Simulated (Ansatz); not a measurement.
C₃H₁₀AlN, SMILES `CC(C)[NH][AlH2]`: the same geometry under several functionals.

```yaml
crystal:
  periodic: [false, false, false]
  atoms:
    - {symbol: C, position_ang: [-0.394127, -1.431825, -0.824475]}
    - {symbol: C, position_ang: [0.281770, -0.313032, -0.043440]}
    - {symbol: C, position_ang: [1.462763, 0.256571, -0.817541]}
    - {symbol: N, position_ang: [-0.664847, 0.726667, 0.321099]}
    - {symbol: Al, position_ang: [-1.158312, 1.255561, 1.933783]}
    - {symbol: H, position_ang: [-1.217620, -1.861051, -0.250523]}
    - {symbol: H, position_ang: [0.312188, -2.229449, -1.069275]}
    - {symbol: H, position_ang: [-0.802759, -1.047003, -1.764700]}
    - {symbol: H, position_ang: [0.663794, -0.737050, 0.893685]}
    - {symbol: H, position_ang: [1.965533, 1.033898, -0.238947]}
    - {symbol: H, position_ang: [2.190982, -0.521291, -1.061725]}
    - {symbol: H, position_ang: [1.122374, 0.702721, -1.757865]}
    - {symbol: H, position_ang: [-1.060047, 1.168264, -0.499203]}
    - {symbol: H, position_ang: [-0.501710, 0.521059, 3.174945]}
    - {symbol: H, position_ang: [-2.221785, 2.425262, 2.033681]}
basis:
  gaussian: {orbitals: def2-TZVPP}
hamiltonian: {xc: {name: r2SCAN0}, dispersion: d4}
output: {orbitals: {seedname: orbitals}}
```

```sh
$ ansatz run in.yaml --threads 4 --pin off --events-out ev --progress --plain --max-ram 10444MiB
```

Shortened log:

```
Functional definition: r2SCAN0
1585 factors; their error is unknown
mean field evaluation 1: about -11347.8952 eV, gradient 7.3e1 eV
mean field evaluation 2: about -11327.3149 eV, gradient 1.1e2 eV
mean field evaluation 4: about -11359.5308 eV, gradient 6.2e0 eV
mean field evaluation 8: about -11359.6242 eV, gradient 1.9e-1 eV
mean field evaluation 16: about -11359.6184 eV, gradient 6.3e-5 eV
mean field -11359.61844941 eV, -417.4582781898 hartree, gradient 1.2e-5 eV, S^2 0.000000; 0 other end points of the search recorded, 0 dependent functions left out
reference -11359.61846254 eV, -417.4582786724 hartree; 24, 24 occupied and 282, 282 virtual orbitals, 1585 factors
Total energy: -11359.70792857 eV, -417.4615664885 hartree
```

Run time 7 s (4 threads of an Arm Neoverse V1 on a shared host); peak host memory 0.86 GiB.

With the line `hamiltonian: {xc: {name: CAM-B3LYP}, dispersion: d4}` (abridged; 4.8 s):

```
Functional definition: CAM-B3LYP
mean field evaluation 16: about -11361.4636 eV, gradient 1.8e-5 eV
mean field -11361.46358336 eV, -417.5260856118 hartree, gradient 1.8e-5 eV, S^2 0.000000
Total energy: -11361.71689922 eV, -417.5353947980 hartree
```

With the line `hamiltonian: {xc: {name: B2PLYP}}` (abridged; 8 s):

```
Functional definition: B2PLYP
mean field evaluation 16: about -11348.9428 eV, gradient 1.3e-4 eV
mean field -11348.94283396 eV, -417.0659565582 hartree, gradient 4.9e-6 eV, S^2 0.000000
9 core orbitals not correlated: weight in the atoms' cores, before any rotation towards them, 1.000 or more for the frozen orbitals, at most 0.000 for the correlated occupied ones
second order -27.28000385 eV of doubles, -0.00000000 eV of singles
Total energy: -11356.30865219 eV, -417.3366453856 hartree
```

The same input with `hamiltonian: {xc: {name: B3LYP}, dispersion: d4}` and forces (abridged; 7 s):

```
Functional definition: B3LYP
mean field evaluation 16: about -11364.8461 eV, gradient 1.5e-4 eV
mean field -11364.84607156 eV, -417.6503897604 hartree, gradient 1.5e-5 eV, S^2 0.000000
Total energy: -11365.32046590 eV, -417.6678234310 hartree
Atom 0 force    -0.108885    -0.183281    -0.106418 eV/Å
Atom 1 force     0.136968    -0.151562     0.156213 eV/Å
Atom 2 force     0.193620     0.091015    -0.105243 eV/Å
Atom 3 force    -0.159497     0.175351     0.040505 eV/Å
Atom 4 force    -0.052793     0.055937     0.131125 eV/Å
Atom 5 force     0.040041     0.010665    -0.038405 eV/Å
Atom 6 force    -0.042108     0.029393     0.008837 eV/Å
Atom 7 force     0.012562    -0.026765     0.041908 eV/Å
Atom 8 force    -0.019239     0.021147    -0.064516 eV/Å
Atom 9 force    -0.014304    -0.038682    -0.038524 eV/Å
Atom 10 force    -0.025209     0.044925     0.008710 eV/Å
Atom 11 force     0.025275    -0.015027     0.042300 eV/Å
Atom 12 force    -0.009726     0.010563     0.002202 eV/Å
Atom 13 force    -0.044736     0.050809    -0.078378 eV/Å
Atom 14 force     0.068031    -0.074488    -0.000315 eV/Å
Dipole moment:     0.077471    -0.083127    -0.230181 e Å
```

With the line `hamiltonian: {xc: pbe0, dispersion: d4}` (abridged; 4.1 s):

```
Functional definition: PBE0
mean field evaluation 16: about -11354.8551 eV, gradient 7.0e-5 eV
mean field -11354.85506488 eV, -417.2832270373 hartree, gradient 7.0e-5 eV, S^2 0.000000
Total energy: -11355.10686967 eV, -417.2924806925 hartree
```

Changing it to `hamiltonian: {xc: {name: revPBE}, dispersion: d4}` (abridged; 2.9 s):

```
Functional definition: revPBE
mean field evaluation 16: about -11360.7642 eV, gradient 4.5e-4 eV
mean field -11360.76416158 eV, -417.5003823355 hartree, gradient 7.8e-5 eV, S^2 0.000000
Total energy: -11361.73403752 eV, -417.5360246189 hartree
```

B3LYP takes the VWN-RPA correlation (the form of Gaussian; ORCA's B3LYP/G).
